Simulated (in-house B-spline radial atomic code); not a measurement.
RPA and G0W0 on PBE: Cr6+

Configuration [Ne] 3s2 3p6, mean-field start PBE. Computed with a B-spline radial code for spherical atoms: all electrons, scalar-relativistic (spin-free one-electron X2C), finite nucleus, each spin shell either full or empty, empty states to l = 9 with an (l + 1/2)⁻⁴ tail; G0W0 by contour deformation at full frequency.

Command:
```bash
python run_gw.py task.json out
```
Settings (radii: box in bohr, nucleus in fm):
```
Z                        24
electrons                18
configuration            [Ne] 3s2 3p6
hamiltonian              x2c
method                   pbe,pbe
lmax                     9
rms_radius               3.6452
spin_polarised           False
box_radius               9.29
intervals                67
```

Run time, properties included: 1.5 s on 1 thread of Arm Neoverse V2 (shared host).

Energies (hartree):

| term | value |
| --- | --- |
| mean-field total | -1040.79718 |
| Hartree-Fock functional on these orbitals | -1040.21731 |
| direct second order | -1.4366 |
| second-order exchange | 0.47878 |
| SOSEX correction | 0.43646 |

Task: What is the RPA correlation energy, and what remains with SOSEX?

Result: RPA gives -1.2532 hartree (-1.89 eV per electron); RPA + SOSEX gives -0.8167, and the second-order doubles -0.95782 hartree (no singles). SOSEX takes back 35 % of the RPA value.

Quasi-particle levels (eV):

```csv
level,occupied,mean field,Σx - vxc,Σc,QP weight,G0W0
3p,yes,-148.59,-11.79,?,?,?
3d,no,-102.23,14.44,-3.34,0.968,-91.13
```

G0W0 = mean field + (Σx - vxc) + Σc, with Σc (partial-wave tail included) taken at the quasi-particle energy. Only the outer levels were computed. Levels of low weight are left out.

Task: Where does G0W0 put 3p?

Result: At -160.61 eV, with Σc = -0.24 eV and a quasi-particle weight of 0.954. The tabulated removal energy is 160.29 ± 0.06 eV (NIST, semi-empirical); the calculation leaves out spin-orbit coupling, Breit and QED terms, and what these don't explain is the method's own error.
